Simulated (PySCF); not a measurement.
Gas-phase equilibrium of 1 mol AsH3, 3 mol H2 at 1400 K and 1.01 bar, among 7 species (As, AsH3, As2, H, H2, As4, AsH2). Only gases are allowed; each row takes one source of thermochemistry for all species, and Cantera finds the minimum.

Method: PySCF energies plus ideal-gas RRHO corrections (1 bar). † marks an energy on the PBE0/def2-TZVP geometry and frequencies; other levels use their own. MP2 freezes the core. 6-31G* has spherical d functions here. Open shells (unrestricted) among the columns below: As (multiplicity 4), H (multiplicity 2), AsH2 (multiplicity 2); the rest are closed-shell singlets. As: all electrons, no relativistic terms. AsH2: computed as isolated molecules; such fragments, hydroxides, amides, oligomers or adducts are transient or little studied in the gas. MP2 isn't extrapolated to the basis-set limit. The harmonic model lacks anharmonicity and excited electronic states, which grow with temperature; levels with a mode under 35 cm⁻¹ are left out.

Molecules larger than those listed are left out.

Mole fractions:

| thermochemistry | x H2 | x As | x As2 | x As4 | x H | x AsH2 | x AsH3 |
|---|---|---|---|---|---|---|---|
| HF/6-31G* | 0.82 | 0.18 | 6.6e-7 | <1e-12 | 0.00072 | 6.5e-5 | 8.9e-7 |
| HF/def2-TZVP† | 0.82 | 0.18 | 3.7e-6 | 3.4e-12 | 0.00050 | 0.00013 | 1.7e-6 |
| M06-2X/def2-TZVP† | 0.95 | 4.0e-5 | 0.0042 | 0.050 | 6.4e-6 | 4.0e-5 | 6.7e-6 |
| MP2/def2-SVP† | 0.90 | 0.00035 | 0.097 | 0.0016 | 3.6e-5 | 2.7e-5 | 1.4e-5 |
| PBE0/def2-SVP† | 0.94 | 2.1e-5 | 0.015 | 0.045 | 1.8e-5 | 0.00019 | 0.00019 |
| LDA/def2-TZVP† | 0.95 | 8.7e-9 | 0.0016 | 0.052 | 2.6e-6 | 1.0e-5 | 0.00011 |
The most sensitive of these is As4: it spans a factor of 10^10.7 over these rows; at this temperature one factor of ten is RT ln 10 = 27 kJ/mol.
